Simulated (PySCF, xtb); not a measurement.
H₄P, SMILES [PH4+], charge +1.

Harmonic wavenumbers (cm⁻¹) from GFN2-xTB (xtb) at its own minimum, in rising order: 872, 872, 872, 1011, 1011, 2348, 2464, 2465, 2465.

Question: What does PBE-D3(BJ)/def2-TZVPD (PySCF) give at its own minimum? (An estimate is asked for; the answer gives what the named calculation found.)

Answer: 938, 938, 938, 1091, 1091, 2429, 2482, 2482, 2482. Paired by order, the mean absolute difference is 55 cm⁻¹ and the zero-point energies are 20.6 and 21.3 kcal/mol.
